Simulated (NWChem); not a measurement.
Species: AlH$_{2}$O$_{2}$ cation; SMILES [OH][Al+][OH]

```xyz
5

Al    -0.0065     0.1151     0.0138
O      1.1661     0.3100    -1.0547
H      1.8675     0.4267    -1.6942
O     -1.1790    -0.0790     1.0826
H     -1.8806    -0.1959     1.7220
```
Atoms are numbered in this order, from 1.

All runs: NWChem. Pople sets run with spherical d functions. All runs use the structure optimised with PBE0/def2-SVP. Vzz is the largest principal value of the second derivative of the potential at the nucleus (NWChem prints the opposite sign); η is the asymmetry. Non-relativistic.

| level | Vzz Al1 (a.u.) | η Al1 | Vzz O4 (a.u.) | η O4 |
|---|---|---|---|---|
| PBE/6-31G* | -0.955 | 0.00 | 1.401 | 0.00 |
| PBE/def2-SVP | (withheld) | 0.00 | (withheld) | 0.00 |
| PBE0/def2-SVP | -1.124 | 0.00 | 1.442 | 0.00 |
| PBE0/def2-TZVP | -1.547 | 0.00 | 1.409 | 0.00 |

### Question
Fill in the missing entries.

### Answer

- PBE/def2-SVP, Vzz Al1 (a.u.): -1.060
- PBE/def2-SVP, Vzz O4 (a.u.): 1.423
